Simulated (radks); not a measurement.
Q: The mean radii <r> (bohr) of the occupied orbitals of an atom or ion are listed with their occupations. Calculated with a radial shooting solver on a logarithmic mesh with Libxc functionals: scalar-relativistic Kohn-Sham, SCAN, spin-unpolarised, spherical densities, finite nucleus; meta-GGA in the generalised Kohn-Sham scheme; Fermi nuclear charge, rms radius of each element as measured or else 0.836 A^(1/3) + 0.57 fm.

orbital  occ.      <r>
1s          2  0.06358
2s          2   0.2917
2p          6   0.2589
3s          2   0.8312
3p          5   0.8509

Name the element and its charge.

A: Z = 24, chromium, charge +7: Cr7+ in [Ne] 3s2 3p5. The 1s radius gives Z: for a bare nucleus <r> = (2 gamma + 1)/(2Z) with gamma = sqrt(1 - (Z/c)^2), 0.06186 bohr for Z = 24, and screening makes it slightly larger (0.06358 here). The occupations add up to 17, and the charge is Z minus that.
